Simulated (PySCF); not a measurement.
Dissociation curve of SMILES O[SiH3] (H4OSi). The Si1–O5 bond (Si1 also carries H, H, H; O5 carries H) is pulled apart rigidly from the PBE0/def2-TZVP optimised geometry.

Calculation: CCSD(T) on UHF/cc-pVDZ, 6 core orbitals frozen (PySCF).

Question: Relative to R = 1.70 Å, what are the energies at R = 1.33, 1.56, 3.30, 3.66 Å?

Answer: 87.1 kcal/mol at 1.33 Å, 7.4 kcal/mol at 1.56 Å, 107.9 kcal/mol at 3.30 Å, 109.8 kcal/mol at 3.66 Å.

The unrestricted determinant behind UCCSD(T) is spin-contaminated at 2.46 to 5.73 Å (<S²> up to 1.0, against 0.00 for a pure singlet).
